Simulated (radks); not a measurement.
Task: Radial electron density D(r) = 4 pi r^2 rho(r) of an atom or ion with 61 electrons. Calculated with a radial shooting solver on a logarithmic mesh with Libxc functionals: scalar-relativistic Kohn-Sham, PBE, spin-polarised, spherical densities, point nucleus.

| r (bohr) | D(r) (e/bohr) | spin D(r) |
|---|---|---|
| 0.002798 | 19.16 | 0.0000310 |
| 0.003232 | 23.42 | 0.0000376 |
| 0.003703 | 28.09 | 0.0000447 |
| 0.004276 | 33.74 | 0.0000530 |
| 0.004899 | 39.70 | 0.0000615 |
| 0.005658 | 46.58 | 0.0000709 |
| 0.006482 | 53.45 | 0.0000795 |
| 0.007486 | 60.85 | 0.0000878 |
| 0.008577 | 67.61 | 0.0000939 |
| 0.009905 | 74.04 | 0.0000975 |
| 0.01135 | 78.97 | 0.0000970 |
| 0.01311 | 82.49 | 0.0000914 |
| 0.01501 | 83.88 | 0.0000802 |
| 0.0172 | 83.33 | 0.0000623 |
| 0.01987 | 80.98 | 0.0000345 |
| 0.02276 | 77.88 | -0.00000400 |
| 0.02629 | 74.96 | -0.0000683 |
| 0.03012 | 73.99 | -0.000173 |
| 0.03478 | 76.22 | -0.000375 |
| 0.03985 | 81.97 | -0.000722 |
| 0.04602 | 91.19 | -0.00136 |
| 0.05272 | 100.8 | -0.00231 |
| 0.06089 | 108.8 | -0.00367 |
| 0.06976 | 111.3 | -0.00491 |
| 0.08056 | 107.1 | -0.00490 |
| 0.0923 | 98.35 | -0.000714 |
| 0.1066 | 88.35 | 0.0146 |
| 0.1221 | 83.20 | 0.0503 |
| 0.141 | 85.17 | 0.130 |
| 0.1616 | 91.99 | 0.273 |
| 0.1866 | 97.65 | 0.534 |
| 0.2138 | 94.77 | 0.927 |
| 0.2469 | 80.78 | 1.54 |
| 0.2829 | 62.08 | 2.31 |
| 0.3241 | 46.47 | 3.27 |
| 0.3743 | 39.88 | 4.38 |
| 0.4288 | 42.29 | 5.38 |
| 0.4952 | 46.98 | 6.17 |
| 0.5674 | 46.91 | 6.52 |
| 0.6553 | 40.21 | 6.41 |
| 0.7507 | 30.61 | 5.90 |
| 0.867 | 21.40 | 5.08 |
| 0.9933 | 15.70 | 4.17 |
| 1.147 | 12.45 | 3.18 |
| 1.314 | 10.51 | 2.30 |
| 1.518 | 8.449 | 1.49 |
| 1.739 | 6.227 | 0.898 |
| 2.008 | 3.932 | 0.475 |
| 2.301 | 2.209 | 0.238 |
| 2.657 | 1.025 | 0.106 |
| 3.044 | 0.4263 | 0.0473 |
| 3.516 | 0.1422 | 0.0195 |
| 4.028 | 0.04275 | 0.00782 |
| 4.652 | 0.01012 | 0.00255 |
| 5.33 | 0.002258 | 0.000708 |

What is the nuclear charge?

Result: Z = 63. The innermost maximum, from 1s, lies near gamma/Z bohr with gamma = sqrt(1 - (Z/c)^2) = 0.888, here 0.0141 bohr (found: 0.0155), and its height grows with Z. The density is that of the europium ion Eu2+ in [Xe] 4f(up 6.5, down 0.5); the configuration itself is not fixed sharply by these data, and Z only to a few units. D(r) has 4 maxima, at r = 0.0155, 0.0687, 0.193, 0.528 bohr, and minima at 0.0296, 0.126, 0.380 bohr, inside which lie 1.94, 11.12, 29.27 electrons.
